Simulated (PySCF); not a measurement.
# LDA on Zr (zirconium, neutral)

Configuration: [Kr] 4d4, high-spin 5D determinant (an excited configuration). Computed with PySCF 2.14 in aug-cc-pVTZ-DK (9s8p6d3f2g, 102 functions), with scalar relativity by spin-free X2C-1e.

| Item | Value |
| --- | --- |
| Total energy | -3593.62 hartree |
| One-electron energy | -4969.98 hartree |
| Hartree (Coulomb) energy | 1487.12 hartree |
| Exchange-correlation energy | -110.75 hartree |
| ⟨S²⟩ | 6.0005 |
| ⟨L²⟩ | 6.013 |
| Sum of ⟨r⟩ | 31.00 bohr |
| Sum of ⟨r²⟩ | 59.09 bohr² |
| Traceless quadrupole moment −½Σ⟨3z² − r²⟩ along its main axis | -3.21 e·bohr² |
| Langevin diamagnetic susceptibility | -46.8 ×10⁻⁶ cm³/mol |

```tsv
shell	electrons	mean orbital energy (hartree)	spread (hartree)	rms radius, mean of both spins (bohr)
1s β	1	-652.95286	0	0.0426
1s α	1	-652.95261	0	0.0426
2s α	1	-90.41507	0	0.176
2s β	1	-90.40806	0	0.176
2p α	3	-80.71356	0.00269	0.157
2p β	3	-80.70819	0.00386	0.157
3s α	1	-14.67353	0	0.491
3s β	1	-14.66812	0	0.491
3p α	3	-11.50820	0.00690	0.499
3p β	3	-11.50234	0.00832	0.499
3d α	5	-6.28689	0.00675	0.498
3d β	5	-6.27899	0.00986	0.498
4s α	1	-1.87979	0	1.30
4s β	1	-1.83123	0	1.30
4p α	3	-1.08279	0.01381	1.49
4p β	3	-1.02642	0.02531	1.49
4d α	4	-0.07597	0.01502	3.07
```

Densities and radii are taken from the X2C orbitals without a picture-change correction, which distorts them close to the nucleus.
